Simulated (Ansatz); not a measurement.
A nudged elastic band was laid between two geometries of CH₆AlO₂ (10 atoms, charge 1, multiplicity 1).

Theory: RKS B3LYP-D4/def2-SVP (Ansatz 0.2.0).

```yaml
movable_images: 5
climbing_image: yes
spring: 5.0 eV/Å²
optimiser: quadratic models (default)
start_path: through a guess of the saddle point
force_threshold: 0.05 eV/Å
iteration_limit: 60
end_points: relaxed
```

Initial state:

```xyz
10
Properties=species:S:1:pos:R:3
C -1.514 0.694 -1.058
O -0.493 0.109 -0.267
Al 0.261 -0.973 0.708
O 1.967 -0.199 0.941
H -1.247 0.609 -2.122
H -2.479 0.192 -0.887
H -1.609 1.759 -0.798
H 0.187 -2.303 1.497
H 2.210 0.650 0.522
H 2.717 -0.538 1.463
```

Final state:

```xyz
10
Properties=species:S:1:pos:R:3
C -0.910 0.770 -0.838
O -0.591 -0.559 -0.263
Al 0.834 -0.994 0.843
O 1.624 0.452 1.018
H -0.860 0.690 -1.931
H -1.911 1.059 -0.493
H -0.144 1.451 -0.453
H 0.813 -2.497 1.217
H -1.237 -1.235 -0.537
H 2.384 0.863 1.438
```

Problem. What changes between the two ends?

Solution. Bonds broken: O4–H9. Bonds formed: O2–H9.

Problem. What energy profile does the band end with?

Solution. It converged. The highest image is number 1 of 0 to 6, 0.65 eV above the first end and 0.86 eV above the last; the last end lies 0.21 eV below the first. The profile has 2 maxima (images 1, 4) with wells between them (image 2): this band takes more than one step, which may be the mechanism or a detour left from its start path. A vibrational analysis at the climbing image gives one clearly imaginary mode, 1296i cm⁻¹: a first-order saddle point. The orbitals stay closed-shell, which can raise the energy where a bond breaks towards radicals; this wasn't checked here. Limits of this set-up: the dipole of an ion depends on the origin.

```
image  path coordinate (Å)  energy (eV)  O4–H9 (Å)  O2–H9 (Å)
    0                 0.00         0.00       0.98       2.87
    1                 1.74         0.65       1.22       1.28
    2                 3.23        -0.18       2.49       0.98
    3                 4.71        -0.10       2.81       0.98
    4                 6.20         0.03       3.22       0.97
    5                 7.68        -0.08       3.64       0.97
    6                 9.16        -0.21       3.67       0.97
```

Problem. What is the geometry of the highest image?

Solution. 
```xyz
10
Properties=species:S:1:pos:R:3:forces:R:3
C -1.205 0.716 -0.947 -0.01 0.01 -0.01
O -0.181 0.109 -0.137 0.02 -0.01 0.01
Al 0.333 -1.168 0.945 0.00 0.00 0.00
O 1.813 -0.205 0.789 -0.01 0.00 0.02
H -0.838 0.800 -1.979 0.00 0.00 0.00
H -2.105 0.088 -0.924 0.00 0.00 0.00
H -1.435 1.712 -0.545 0.00 0.00 0.00
H -0.155 -2.440 1.672 -0.01 0.00 0.00
H 1.044 0.420 0.084 0.00 0.00 -0.01
H 2.729 -0.033 1.042 0.01 0.00 -0.01
```

Run time: 4.1 min on 2 threads of Arm Neoverse V2, on a shared host, peak memory 0.17 GiB.
